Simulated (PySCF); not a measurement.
# Mn5+: what the settings change

The free ion Mn5+ in its d2 configuration.

Method (PySCF 2.14, density fitting): CASSCF(2,5) with orbitals averaged over all microstates of the shell, strongly contracted NEVPT2 on the averaged canonical orbitals; basis x2c-TZVPall; spin-free X2C; gas phase; spin-orbit coupling by state interaction with the mean-field operator over all roots.

Base run: NEVPT2 ground state 3F, next 1D at 15648, then 3P at 18286 cm⁻¹, B(NEVPT2) 1221, ζ 464 cm⁻¹, μeff(300 K) 1.97 μB.

Q: What happens with a level shift of 1.0 Eh?

A: NEVPT2 ground state 3F, next 1D at 15648, then 3P at 18286 cm⁻¹, B(NEVPT2) 1221, ζ 464 cm⁻¹, μeff(300 K) 1.97 μB.

Q: What happens with the basis x2c-TZVPall?

A: NEVPT2 ground state 3F, next 1D at 15648, then 3P at 18286 cm⁻¹, B(NEVPT2) 1221, ζ 464 cm⁻¹, μeff(300 K) 1.97 μB.

Q: What happens with orbitals averaged over the highest spin alone?

A: NEVPT2 ground state 3F, next 1D at 15657, then 3P at 18291 cm⁻¹, B(NEVPT2) 1221, ζ 467 cm⁻¹, μeff(300 K) 1.97 μB.
